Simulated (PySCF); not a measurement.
Correlation energy of Bi⁻ (bismuth, charge -1)

[Xe] 4f14 5d10 6s2 6p4, high-spin 3P determinant. Computed with PySCF 2.14 in aug-cc-pwCVTZ-DK3, with scalar relativity by spin-free X2C-1e. Frozen: [Xe] 4f14 5d10; 6 electrons correlated.

```tsv
level	correlation energy (mhartree)
CCSD	-92.25
(T)	-3.95
CCSD(T)	-96.20
```

Diagnostics: T1 = 0.012, D1 = 0.0210, largest double amplitude 0.042.

Q: Is a single reference adequate?

A: Yes, within this model without spin-orbit coupling: T1 lies below 0.03 and no double amplitude reaches 0.07.

Spin-orbit coupling is strong in this species, so the high-spin LS determinant is a model state.
